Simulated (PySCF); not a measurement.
# Rh: excitation energy

Rh [Kr] 4d8 5s1 (4F) → Rh [Kr] 4d9 (2D), as a difference of total energies. All numbers are calculated (PySCF 2.14, scalar relativity by spin-free X2C-1e, in x2c-QZVPPall). Correlated levels: valence: [Kr] frozen; valence and next inner shell: [Ar] 3d10 frozen. The calculations carry no spin-orbit coupling.

```tsv
method	excitation energy (eV)	error (eV)
UHF	1.642	+1.300
PBE0	0.519	+0.177
BHandHLYP	0.643	+0.301
wB97M-V	-0.006	-0.348
MP2 (valence)	0.244	-0.098
SCS-MP2 (valence)	0.163	-0.179
MP2 (valence and next inner shell)	0.104	-0.238
SCS-MP2 (valence and next inner shell)	0.135	-0.207
```

Reference: 0.342 eV (measured; NIST levels, between the centres of gravity of the two terms).

Errors of the correlated levels include the incompleteness of this basis and the frozen core.
